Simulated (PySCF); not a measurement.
# `c1(=O)cccc(Br)cc1`, C7H5BrO

Geometry:
```
atom   x (Å)   y (Å)   z (Å)
  O1  -2.856   0.614  -0.432
  C2  -1.676   0.345  -0.254
  C3  -1.261  -1.053  -0.172
  C4  -0.045  -1.613   0.014
  C5   1.223  -1.001   0.191
  C6   1.505   0.326   0.215
 Br7   3.341   0.805   0.475
  C8   0.626   1.437   0.073
  C9  -0.708   1.436  -0.124
 H10  -2.105  -1.724  -0.286
 H11  -0.013  -2.696   0.033
 H12   2.051  -1.685   0.320
 H13   1.109   2.405   0.134
 H14  -1.191   2.403  -0.208
```

Level of theory: TDDFT CAM-B3LYP/def2-SVPD excited states, vertical, gas phase (PySCF). Geometry: GFN2-xTB.

The calculation is non-relativistic, which matters for the atoms heavier than Zn.

(1) Give the one- and two-photon strengths of the lowest singlets.

Answers

(1) δ for parallel linear polarisation; σ at the peak of a Lorentzian of half width 0.1 eV, single beam; Ω is circular over linear.
```tsv
state	E (eV)	f	photon λ (nm)	δ (au)	σ (GM)	Ω	main
S1	3.83	0.095	647	7.82	0.04	0.40	HOMO→LUMO 0.97
S2	3.94	0.000	630	<0.1	0.00	–	HOMO−1→LUMO+1 0.95
S3	4.11	0.000	603	0.18	0.00	1.50	HOMO−1→LUMO 0.97
S4	4.66	0.137	532	151	1.20	0.29	HOMO→LUMO+1 0.81, HOMO−2→LUMO 0.10
S5	5.30	0.000	467	0.92	0.01	1.50	HOMO→LUMO+2 0.85
```

Among these, the strongest one-photon state is S4, the strongest two-photon state S4, with a dipole change of 1.7 D (relaxed, norm of the difference vector).
